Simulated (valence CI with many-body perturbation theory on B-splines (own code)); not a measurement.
# E1 line list for Hg66+

Calculated by relativistic CI+MBPT: four valence electrons over a frozen Dirac-Fock core [Ne], radial functions for each j: 11 s, 11 p, 10 d, 8 f, 5 g, 2 h, with the one-electron correlation potential Σ1 (screened to all orders), the two-electron term Σ2, the three-electron term Σ3, Breit, model QED; selected single and double excitations, second order for the rest, scaled by the run's own slope (own B-spline code, finite nucleus).

No measured spectrum was set against this ion. As an estimate, large intervals hold to a few tenths of a per cent, small ones and those within an open d or f shell to about a per cent. Among the levels kept, up to 590 cm⁻¹ of a level comes from second order outside the variational space, and about a tenth of that is noise between levels of different J, which matters for small intervals.

Lines 1 to 50 of 564 in falling wavelength, among levels below 2314.4 eV, chosen from the strongest by gf and those to the six lowest levels. Wavelengths and rates use the calculated energies. Electric multipoles are in the length gauge, E1 and E2 with the static RPA response of the core. Weak lines are less certain than strong ones. Lines between different terms over intervals too small for the method are left out, as are lines whose strength nearly cancels. The highest levels of a list are the least certain.

Levels are named by their leading jj configuration (3d3/2^4 stands for four electrons in 3d with j = 3/2), which in mixed levels can hold well under half, so a name can repeat and another be missing. Letters in brackets count levels of one name in rising energy.

| λ vac (nm) | Upper | Lower | A (s⁻¹) | log gf | Branch % |
| --- | --- | --- | --- | --- | --- |
| 7.892 | (3s 3p1/2 3d3/2 3d5/2) J=5 | (3s^2 3d3/2 3d5/2) J=4 | 1.69e+10 | -0.76 | 4.0 |
| 7.842 | (3p1/2 3p3/2^2 3d3/2) J=4 | (3s 3p3/2^2 3d3/2) J=3 [b] | 9.54e+09 | -1.10 | 0.2 |
| 7.780 | (3s 3p1/2 3p3/2 3d3/2) J=4 | (3s^2 3p3/2 3d3/2) J=3 | 1.24e+10 | -1.00 | 30.1 |
| 7.451 | (3p1/2 3p3/2^2 3d5/2) J=5 | (3s 3p3/2^2 3d5/2) J=4 [b] | 1.18e+10 | -0.97 | 0.5 |
| 6.913 | (3s 3p1/2 3d3/2 3d5/2) J=3 [c] | (3s^2 3d3/2 3d5/2) J=2 | 1.54e+10 | -1.11 | 0.3 |
| 6.889 | (3p1/2^2 3d3/2 3d5/2) J=4 | (3s 3p1/2 3d3/2 3d5/2) J=3 [d] | 2.60e+10 | -0.78 | 4.6 |
| 6.875 | (3s 3p1/2 3d5/2^2) J=5 | (3s^2 3d5/2^2) J=4 | 3.50e+10 | -0.56 | 5.2 |
| 6.812 | (3s 3p1/2^2 3p3/2) J=2 | (3s^2 3p1/2 3p3/2) J=2 | 1.56e+10 | -1.26 | 44.7 |
| 6.798 | (3s 3p1/2 3p3/2 3d5/2) J=5 | (3s^2 3p3/2 3d5/2) J=4 | 2.64e+10 | -0.70 | 99.9 |
| 6.740 | (3s 3p1/2 3d5/2^2) J=3 [a] | (3s^2 3d5/2^2) J=2 | 3.09e+10 | -0.83 | 3.6 |
| 6.737 | (3s 3p1/2 3p3/2^2) J=3 | (3s^2 3p3/2^2) J=2 | 1.82e+10 | -1.06 | 2.6 |
| 6.626 | (3s 3p1/2 3p3/2 3d5/2) J=4 [c] | (3s^2 3p3/2 3d5/2) J=3 | 1.67e+10 | -1.00 | 0.7 |
| 6.620 | (3s 3p1/2 3d3/2 3d5/2) J=4 [c] | (3s^2 3d3/2 3d5/2) J=4 | 1.71e+10 | -1.00 | 0.3 |
| 6.534 | (3p1/2^2 3p3/2 3d5/2) J=4 | (3s 3p1/2 3p3/2 3d5/2) J=3 [c] | 2.16e+10 | -0.91 | 1.4 |
| 6.528 | (3s 3p1/2^2 3d5/2) J=3 | (3s^2 3p1/2 3d5/2) J=3 | 2.16e+10 | -1.02 | 5.8 |
| 6.485 | (3s 3p1/2 3p3/2 3d5/2) J=3 [b] | (3s^2 3p3/2 3d5/2) J=2 | 2.19e+10 | -1.02 | 2.3 |
| 6.472 | (3s 3p1/2^2 3d5/2) J=3 | (3s^2 3p1/2 3d5/2) J=2 | 3.50e+10 | -0.81 | 9.4 |
| 6.461 | (3s 3p1/2 3p3/2 3d3/2) J=3 [c] | (3s^2 3p3/2 3d3/2) J=3 | 2.47e+10 | -0.97 | 0.5 |
| 6.453 | (3s 3p1/2^2 3p3/2) J=2 | (3s^2 3p1/2 3p3/2) J=1 | 1.94e+10 | -1.22 | 55.3 |
| 6.427 | (3p1/2^2 3d3/2 3d5/2) J=4 | (3s 3p1/2 3d3/2 3d5/2) J=4 [c] | 2.07e+10 | -0.94 | 3.7 |
| 6.360 | (3s 3p1/2 3d5/2^2) J=2 [b] | (3s^2 3d5/2^2) J=2 | 3.41e+10 | -0.99 | 2.8 |
| 6.350 | (3p1/2^2 3d3/2 3d5/2) J=2 | (3s 3p1/2 3d3/2 3d5/2) J=3 [c] | 2.69e+10 | -1.09 | 4.9 |
| 6.318 | (3p1/2^2 3p3/2 3d3/2) J=3 | (3s 3p1/2 3p3/2 3d3/2) J=3 [c] | 2.91e+10 | -0.91 | 1.5 |
| 6.295 | (3s 3p1/2^2 3d3/2) J=1 | (3s^2 3p1/2 3d3/2) J=2 | 4.38e+10 | -1.11 | 62.0 |
| 6.278 | (3s 3p1/2 3d5/2^2) J=4 [b] | (3s^2 3d5/2^2) J=4 | 2.78e+10 | -0.83 | 3.2 |
| 6.273 | (3p1/2^2 3p3/2 3d5/2) J=3 | (3s 3p1/2 3p3/2 3d5/2) J=2 [c] | 2.58e+10 | -0.97 | 1.4 |
| 6.248 | (3p1/2^2 3p3/2 3d5/2) J=3 | (3s 3p1/2 3p3/2 3d5/2) J=3 [d] | 1.93e+10 | -1.10 | 1.0 |
| 6.203 | (3p1/2^2 3d5/2^2) J=4 | (3s 3p1/2 3d5/2^2) J=3 [b] | 5.97e+10 | -0.51 | 7.8 |
| 6.192 | (3s 3p1/2 3d3/2 3d5/2) J=3 [d] | (3s^2 3d3/2 3d5/2) J=4 | 3.02e+10 | -0.92 | 0.6 |
| 6.148 | (3s 3p1/2 3d5/2^2) J=3 [b] | (3s^2 3d5/2^2) J=4 | 3.53e+10 | -0.85 | 2.6 |
| 6.140 | (3p1/2 3p3/2^2 3d3/2) J=4 | (3s 3p3/2^2 3d3/2) J=4 | 2.28e+10 | -0.94 | 0.4 |
| 6.076 | (3p1/2^2 3d5/2^2) J=4 | (3s 3p1/2 3d5/2^2) J=4 [b] | 4.92e+10 | -0.61 | 6.4 |
| 6.062 | (3p1/2^2 3p3/2 3d5/2) J=2 | (3s 3p1/2 3p3/2 3d5/2) J=2 [b] | 3.14e+10 | -1.06 | 2.1 |
| 6.059 | (3p1/2^2 3d5/2^2) J=2 | (3s 3p1/2 3d5/2^2) J=1 [a] | 4.08e+10 | -0.95 | 4.6 |
| 6.055 | (3s 3p1/2 3p3/2 3d5/2) J=3 [d] | (3s^2 3p3/2 3d5/2) J=3 | 2.86e+10 | -0.96 | 0.8 |
| 6.042 | (3s 3p1/2^2 3d3/2) J=2 | (3s^2 3p1/2 3d3/2) J=2 | 3.40e+10 | -1.03 | 49.8 |
| 6.037 | (3s 3p1/2^2 3d5/2) J=2 | (3s^2 3p1/2 3d5/2) J=3 | 4.84e+10 | -0.88 | 11.9 |
| 6.032 | (3p1/2 3p3/2^2 3d3/2) J=3 [a] | (3s 3p3/2^2 3d3/2) J=3 [a] | 2.59e+10 | -1.00 | 0.4 |
| 6.004 | (3p1/2^2 3d3/2 3d5/2) J=3 | (3s 3p1/2 3d3/2 3d5/2) J=3 [b] | 5.01e+10 | -0.72 | 10.1 |
| 5.999 | (3p1/2^2 3d5/2^2) J=2 | (3s 3p1/2 3d5/2^2) J=2 [b] | 6.63e+10 | -0.75 | 7.5 |
| 5.871 | (3p1/2^2 3d3/2^2) J=2 | (3s 3p1/2 3d3/2^2) J=3 | 5.56e+10 | -0.84 | 24.2 |
| 5.865 | (3s 3p1/2^2 3p3/2) J=1 | (3s^2 3p1/2 3p3/2) J=2 | 5.35e+10 | -1.08 | 3.8 |
| 5.862 | (3p1/2^2 3d3/2 3d5/2) J=2 | (3s 3p1/2 3d3/2 3d5/2) J=2 [b] | 4.23e+10 | -0.96 | 7.8 |
| 5.852 | (3s 3p1/2 3p3/2^2) J=2 [b] | (3s^2 3p3/2^2) J=2 | 3.18e+10 | -1.09 | 1.2 |
| 5.844 | (3p1/2^2 3d5/2^2) J=0 | (3s 3p1/2 3d5/2^2) J=1 [b] | 2.21e+11 | -0.95 | 21.1 |
| 5.830 | (3p1/2^2 3p3/2 3d5/2) J=1 | (3s 3p1/2 3p3/2 3d5/2) J=1 [c] | 5.63e+10 | -1.06 | 3.3 |
| 5.821 | (3p1/2^2 3p3/2 3d5/2) J=2 | (3s 3p1/2 3p3/2 3d5/2) J=3 [b] | 3.39e+10 | -1.07 | 2.3 |
| 5.786 | (3p1/2 3p3/2^3) J=1 | (3s 3p3/2^3) J=2 | 5.45e+10 | -1.09 | 0.7 |
| 5.738 | (3p1/2^2 3p3/2 3d5/2) J=3 | (3s 3p1/2 3p3/2 3d5/2) J=4 [c] | 3.21e+10 | -0.96 | 1.7 |
| 5.696 | (3p1/2^2 3d5/2^2) J=2 | (3s 3p1/2 3d5/2^2) J=3 [a] | 9.33e+10 | -0.64 | 10.6 |

(1) How does gf follow from A for the line at 6.360 nm?

## Answers

(1) gf = 1.4992 × (2J+1)_upper × A / σ², with σ = 1572222 cm⁻¹ and 2J+1 = 5: gf = 0.103.
